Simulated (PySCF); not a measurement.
C₄H₁₃NOSi.
Atom-mapped SMILES: `[CH3:1][O:2][Si@@H:3]([CH3:4])[N:5]([CH3:6])[CH3:7]` (hydrogens: H8, H9, H10 on C1; H11 on Si3; H12, H13, H14 on C4; H15, H16, H17 on C6; H18, H19, H20 on C7)

Structure used (PBE0-D3(BJ)/def2-SVP), in Å, numbered top down from 1:
```
atom  x, y, z in Å
C1     2.3306    1.3638    1.0996
O2     1.0378    0.8568    0.9653
Si3    0.4691    0.0918   -0.4129
C4     1.2899   -1.5776   -0.5923
N5    -1.2437   -0.0663   -0.3362
C6    -1.9137   -1.1991    0.2480
C7    -2.0852    1.0928   -0.4968
H8     2.6314    1.9879    0.2353
H9     2.3814    1.9954    2.0007
H10    3.0864    0.5627    1.2115
H11    0.8039    0.9844   -1.5692
H12    1.1804   -2.1865    0.3185
H13    2.3691   -1.4446   -0.7701
H14    0.8766   -2.1397   -1.4438
H15   -2.7872   -1.4988   -0.3616
H16   -2.2845   -0.9940    1.2723
H17   -1.2425   -2.0679    0.3057
H18   -1.5318    1.9081   -0.9875
H19   -2.4645    1.4815    0.4692
H20   -2.9641    0.8614   -1.1280
```

Computed at PBE0/pcSseg-1 (PySCF, non-relativistic), with Q(17O) = −0.0256 b, Q(14N) = 0.02044 b: O2, 17O (I = 5/2): χzz = -10.58 MHz, η = 0.424; N5, 14N (I = 1): χzz = -5.403 MHz, η = 0.374.

Find the zero-field quadrupole resonance frequencies of 17O at O2.

From the eigenvalues of H = χ/[4I(2I − 1)] × [3Iz² − I(I + 1) + η(Ix² − Iy²)], steps between neighbouring levels, labelled as for η = 0: ±1/2↔±3/2 1.872 MHz, ±3/2↔±5/2 3.072 MHz (silyl ether oxygen).

Find the zero-field quadrupole resonance frequencies of 14N at N5.

From ν± = (3/4)|χ|(1 ± η/3) and ν0 = |χ|η/2: ν+ 4.557 MHz, ν− 3.547 MHz, ν0 1.010 MHz (silicon-bound nitrogen).

In a crystal, neighbours and librations shift these lines. Geometry: PBE0-D3(BJ)/def2-SVP, one conformer, isolated molecule. A larger basis could move these couplings by a tenth or more.
